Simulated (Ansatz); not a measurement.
F3Ga (SMILES [F][Ga]([F])[F]), singlet, at a GFN2-xTB geometry (such geometries of metal compounds can be far from the true shape); B97M-V/def2-SVP (Ansatz, a first-principles code).

Input for Ansatz:
Ansatz 0.2 input:
```yaml
crystal:
  periodic: [false, false, false]
  atoms:
    - {symbol: Ga, position_ang: [0.00000000, 0.00000000, 0.00000000]}
    - {symbol: F, position_ang: [-1.46913290, -0.91659287, 0.05150673]}
    - {symbol: F, position_ang: [0.00422448, 1.59195676, -0.68322965]}
    - {symbol: F, position_ang: [1.46490843, -0.67536388, 0.63172292]}
basis:
  gaussian:
    orbitals: def2-SVP
hamiltonian:
  xc: {name: B97M-V}
```

What the program printed (banner, timings and long lists left out):

```
Functional definition: B97M-V
799 factors; their error is unknown
mean field evaluation 1: about -60498.7399 eV, gradient 6.3e1 eV
mean field evaluation 2: about -60474.0387 eV, gradient 1.4e2 eV
mean field evaluation 4: about -60505.2212 eV, gradient 1.6e0 eV
mean field evaluation 8: about -60505.1749 eV, gradient 6.7e-3 eV
mean field -60505.17487308 eV, -2223.5241647051 hartree, gradient 6.3e-5 eV, S^2 0.000000; 0 other end points of the search recorded, 0 dependent functions left out
reference -60505.17492795 eV, -2223.5241667217 hartree; 29, 29 occupied and 45, 45 virtual orbitals, 799 factors
Total energy: -60505.17492795 eV, -2223.5241667217 hartree
```
